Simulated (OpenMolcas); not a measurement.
# Au2+: moving or changing the point charges

Au2+ among 4 point charges of -1 e arranged as a tetrahedron (Td), 1.95 Å from the ion.

```yaml
Program: OpenMolcas
Method: CASSCF
Basis: ANO-RCC-VDZP [7s6p4d2f]
Scalar_Hamiltonian: DKH2, point nucleus
Active_space: 9 electrons in 5 orbitals (5d)
State_averaging: 2S+1 = 2 even, 5 roots
Spin-orbit_coupling: state interaction with AMFI integrals over the reference wave functions
```

Runs around this geometry, states (labels of Td). Energies in cm-1 above the lowest state or level, χT in cm3 K/mol; under a threefold ground state the first gap can be a small split of the lowest multiplet, not the spin-orbit step; 10Dq is the gap between the two states; 10Dq is negative for this site.

```csv
R (Å),q (e),Ground state,First state of that spin,10Dq,First gap with spin-orbit (degeneracies),χT at 300 K
1.95,-0.8,2T2,2E 1970,-1970,"1143 (2, 4)",0.820
1.8,-1,2T2,2E 3176,-3176,"1700 (2, 4)",0.671
1.95,-1,2T2,2E 2349,-2349,"1327 (2, 4)",0.758
2.09,-1,2T2,2E 1787,-1787,"1046 (2, 4)",0.860
```

Taking |10Dq| as R^-n, n = -ln(1787 / 3176) / ln(2.09 / 1.8) = 3.8 between the shortest and longest distance. The point-charge formula for a cubic d site gives n = 5.

Scaling the charges by -0.8 / -1 = 0.80 scales |10Dq| by 1970 / 2349 = 0.84; with fixed orbitals a first-order splitting would follow the charge.

An orbital triplet at a regular site is open to Jahn-Teller coupling, which can distort the site and quench the lowest spin-orbit gaps and is left out. The ground term spreads over less than 5000 cm-1, several times less than with real ligands, so orbital moments are less quenched and χT lies further from the spin-only value than at real sites. Point charges carry no covalency, so the field is a model and not that of real ligands. No measured value stands beside these numbers.
